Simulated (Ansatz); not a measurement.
Spectroscopic constants of LaH, multiplicity 3 (an upper state: multiplicity 1 came lower at CCSD(T)/def2-TZVPP on PBE0 minima). No spin–orbit coupling.

Constants: fifth-degree fit in 1/R to seven points, most abundant isotopes. Runs in def2 and cc sets follow the lowest solution found near the PBE0 minimum.

Correlated levels freeze the inner cores; with def2 sets outer-core shells near the valence are correlated too.

The values were computed with Ansatz (a program for electronic structure) with Gaussian orbitals. Each number belongs to the level named beside it. In def2 rows elements past Kr take small-core potentials, without spin–orbit coupling.

**Question.** What bond length and harmonic frequency does PBE0/def2-TZVPP give?

**Answer.** r_e = 2.098 Å, ω_e = 1385 cm⁻¹.

**Question.** What bond length and harmonic frequency does CCSD/def2-TZVPP give?

**Answer.** r_e = 2.107 Å, ω_e = 1364 cm⁻¹.

**Question.** What bond length and harmonic frequency does CCSD(T)/def2-TZVPP give?

**Answer.** r_e = 2.105 Å, ω_e = 1363 cm⁻¹.
